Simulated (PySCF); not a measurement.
## MH₃ across group 13

Level: PBE, basis family def2-TZVP, scalar-relativistic core potentials from Rb on and no relativity for lighter atoms.

Each entry is the lowest minimum that a search over a few typed start shapes (and spin states, where more than one is plausible) found, or that minimum re-optimised at the stated level; isomers with ligand–ligand bonds, or fragments after loss of a ligand pair, can lie lower. Open shells are unrestricted; no spin–orbit coupling; PySCF with density fitting.

```tsv
molecule	2S+1	point group	mean bond to the central atom (Å)	lowest ω (cm⁻¹)	atomisation (kJ/mol)	highest ω (cm⁻¹)
BH₃	1	D3h	1.199	1121	1164	2639
AlH₃	1	D3h	1.596	681	851	1884
InH₃	1	D3h	1.737	577	696	1755
```

The bond lengthens at every step; the largest change, 0.397 Å, falls between BH₃ and AlH₃ among the members listed.

Left out of the table are members whose search was unfinished or whose lowest solution was spin-contaminated, unstable, very soft or bonded differently.
